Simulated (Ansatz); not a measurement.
Cost and result for the atomization energy of `FCOCC(F)F` (12 atoms, 11 bonds).

```xyz
12

F    -0.531    1.055   -2.281
C    -1.098    0.801   -1.047
O    -0.750   -0.452   -0.609
C     0.578   -0.587   -0.165
C     0.685   -0.487    1.338
F     0.242    0.724    1.771
F    -0.076   -1.429    1.939
H    -2.182    0.808   -1.167
H    -0.756    1.593   -0.375
H     1.237    0.159   -0.620
H     0.931   -1.577   -0.463
H     1.720   -0.611    1.679
```

Total charge 0; spin multiplicity 1. Geometry: relaxed with PBE0-D4/def2-TZVP. It is one conformer, not always the lowest. Program: Ansatz. All runs use 2 threads of an AMD EPYC 7R13 on a shared host and a share of an NVIDIA H100 80 GB. Times are those of one run each, without the atoms' runs, and a repeat can differ threefold. Electronic energies, without spin–orbit coupling; frozen cores. CCSD(T)/CBS adds CCSD(T) − MP2 in def2-TZVPP to the MP2 limit, and its time is that of the two runs behind it. T1 = 0.012. HSE06 is the plane-wave form, built on full-range PBE exchange.

CCSD(T)/CBS is a level of theory with its own doubt, some kJ/mol a heavy atom from the limit and from the frozen cores, so smaller differences don't rank the functionals.

```csv
level,functions,wall time,atomization (kJ/mol),difference from CCSD(T)/CBS,per bond
BHLYP-D4/def2-TZVPP,287,3.2 s,4519.2,-218.3,-19.8
PBE-QIDH/def2-TZVPP,287,3.7 s,4707.4,-30.1,-2.7
BLYP-D4/def2-TZVPP,287,4.6 s,4751.6,14.1,1.3
CCSD(T)/def2-SVP,123,4.7 s,4511.9,-225.6,-20.5
PBE-D4/def2-TZVPP (with forces),287,4.8 s,4906.1,168.6,15.3
r2SCANh-D4/def2-TZVPP,287,4.8 s,4710.9,-26.6,-2.4
LDA (SPW92)/def2-TZVPP,287,5 s,5622.9,885.4,80.5
B97M-V/def2-TZVPP,287,5.5 s,4728.6,-8.9,-0.8
MP2/def2-QZVPP,549,5.5 s,4827.2,89.7,8.2
HSE06-D4/def2-TZVPP,287,6 s,4765.4,27.9,2.5
PBE0-D4/def2-TZVPP,287,6.5 s,4760.5,23.0,2.1
CCSD(T)/def2-TZVPP,287,7 s,4612.9,-124.6,-11.3
CCSD(T)/CBS(def2),–,13 s,4737.5,0.0,0.0
```

At CCSD(T), def2-SVP lies −225.6 kJ/mol from the extrapolated value and def2-TZVPP −124.6 kJ/mol: correlation converges slowly with the basis, and small sets miss more of it in the bonded molecule than in its fragments. From r2SCAN to r2SCAN0 (25 % exact exchange), in def2-TZVPP and without D4, the atomization energy moves by −116.9 kJ/mol: exact exchange takes away binding that semilocal exchange gives to molecules. Leaving LDA and LC-ωPBE aside and taking each functional with its dispersion term where it has one, the values spread over 386.9 kJ/mol, from BHLYP-D4 to PBE-D4. LDA lies +736.7 kJ/mol from PBE without D4, its usual overbinding.
